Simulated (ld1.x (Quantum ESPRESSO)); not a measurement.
## Transferability test, TM potential for F (Z = 9)

F, norm-conserving Troullier–Martins (Kleinman–Bylander form), made with ld1.x (Quantum ESPRESSO) 7.5 (PBEsol, scalar-relativistic). Core [He], reference 2s1.5 2p5.5. Waves: 2s (bound): rc 0.70 bohr; 2p (bound): rc 1.10 bohr; 3d channel at -0.2 Ry: rc 1.00 bohr. Local part: all-electron potential smoothed inside 0.55 bohr (lloc = -1). Core correction: none.

Energies are relative to the spin-unpolarised reference configuration 2s1.5 2p5.5; without spin polarisation the order of configurations can differ from experiment.

| valence configuration | charge | ΔE all-electron (eV) | error AE − PS (meV) |
| --- | --- | --- | --- |
| 2s2 2p5 | 0 | -9.341 | +3.9 |
| 2s2 2p3 | +2 | 48.254 | +99 |
| 2s2 2p5.3 | -0.3 | -11.994 | +2.2 |
| 2s1 2p6 | 0 | 9.355 | +3.2 |
| 2s2 2p1 | +4 | 194.335 | +1055 |

Question: What are ΔE and the potential's error for 2s2 2p4?

Answer: ΔE = 9.975 eV all-electron; the error (AE − PS) is +21 meV.

Question: What are ΔE and the potential's error for 2s2 2p2?

Answer: ΔE = 108.742 eV all-electron; the error (AE − PS) is +361 meV.

Levels in the configuration 2s2 2p3:

```csv
level,all-electron (eV),pseudo (eV)
2s,-67.754,-67.750
2p,-48.877,-48.735
```
